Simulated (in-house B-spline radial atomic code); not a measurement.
The numbers below are computed, except where a source is named.
**C in an electron gas of r_s = 1.8: phase shifts, screening and friction**

A nucleus sits in a uniform electron gas with a rigid positive background. The Kohn-Sham equations are solved self-consistently in the spin-unpolarised LDA (PW92), non-relativistic, on B-splines with outgoing waves at the boundary and partial waves to l = 8. The model has no lattice, no bands and no magnetic solution. Atomic units; δ_l are the phase shifts at the Fermi level, counted so that each bound state adds π, and good to about 0.0005.

The density parameter is r_s = 1.8 bohr.

| l | δ_l (rad) |
| --- | --- |
| 0 | 4.0506 |
| 1 | 1.5311 |
| 2 | 0.1086 |
| 3 | 0.0246 |
| 4 | 0.0056 |
| 5 | 0.0014 |
| 6 | 0.0004 |
| 7 | 0.0002 |
| 8 | 0.0002 |

Bound levels below the band bottom (hartree): s -9.115, s -0.04822.

(1) Check the Friedel sum rule, and say where the screening charge sits.

(2) Find the transport cross section and the electronic stopping of a 10 keV C ion (mass 12.01 u).

Answers

(1) k_F = (9π/4)^(1/3)/r_s = 1.06620. The rule is Z = (2/π) Σ (2l + 1) δ_l. The terms are s 2.579, p 2.924, d 0.346, f 0.110 and 0.049 beyond, in all 6.007 against Z = 6. Bound states hold 4 s, 0 p, 0 d electrons, so the scattering states carry 2.01 in all; where a term is smaller than its bound count, the bound level has drawn weight out of the band.

(2) σ_tr = (4π/k_F²) Σ (l + 1) sin²(δ_l − δ_(l+1)). The terms for l = 0 to 3 are 0.3396, 1.9563, 0.0211, 0.0014, all together 2.3186, so σ_tr = 11.054 × 2.3186 = 25.630 bohr². With n = 3/(4π r_s³) = 0.04093, the friction coefficient is Q = n k_F σ_tr = 1.1186. For v well below v_F = 1.066, dE/dx = Q v; with 24801 eV per u at v = 1, v = √(10000/(24801 × 12.01)) = 0.1832, so dE/dx = 0.20497 hartree/bohr = 105 eV/nm. The largest term couples the p and d waves.
